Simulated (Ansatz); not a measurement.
Reaction (hydrogenolysis of the Si–O bond): `O[SiH](Cl)[GeH2][Cl]` + H₂ → `Cl[SiH2][GeH2][Cl]` + H₂O

Calculated with Ansatz (gas phase, PBE0-D4/def2-TZVP geometries, no zero-point term in ΔE). CCSD(T)/CBS is the MP2 limit (def2-TZVPP, def2-QZVPP) plus CCSD(T) − MP2 in def2-TZVPP, frozen cores. This one scheme is used for every species. Functionals use def2-TZVPP. B3LYP here is the variant with VWN-RPA as its local correlation; programs differ in this. For Ge outer-core shells are correlated without core-valence functions, which leaves a few kJ/mol of doubt a bond. Scalar relativity is left out up to krypton. Each species was taken in one conformer, which may not be the lowest.

| level | ΔE (kJ/mol) | difference from CCSD(T)/CBS |
| --- | --- | --- |
| r2SCAN-D4 | 89.3 | 8.9 |
| PBE0-D4 | 77.4 | -3.0 |
| B3LYP-D4 | 85.2 | 4.8 |
| ωB97X-V | 81.9 | 1.5 |
| ωB97M-V | 85.2 | 4.8 |
| B2PLYP | 81.4 | 1.0 |
| PBE | 75.4 | -5.0 |
| PBE0 | 72.6 | -7.8 |
| B3LYP | 76.4 | -4.0 |
| HF/def2-TZVPP | 68.1 | -12.3 |
| SCS-MP2/def2-TZVPP | 82.4 | 2.0 |
| CCSD(T)/def2-TZVPP | 79.7 | -0.7 |
| HF/def2-QZVPP | 68.2 | -12.2 |
| SCS-MP2/def2-QZVPP | 82.7 | 2.3 |
| HF/CBS(def2) | 68.2 | -12.2 |
| CCSD/CBS(def2) | 76.5 | -3.9 |
| CCSD(T)/CBS | 80.4 | 0 |

Largest T1 diagnostic among the species: 0.011.

In def2-TZVPP, CCSD(T) changes the Hartree–Fock value by +11.6 kJ/mol (the triples alone add +3.9 kJ/mol) and MP2 by +18.6 kJ/mol. The D4 term adds +8.9 kJ/mol with B3LYP and +4.8 kJ/mol with PBE0; it sums over pairs of atoms, weighted by their polarisabilities, and B3LYP, whose exchange is more repulsive, gets the larger term.

CCSD(T)/CBS has its own doubt, a few kJ/mol and more with outer-core shells, so smaller differences from it don't rank the levels.
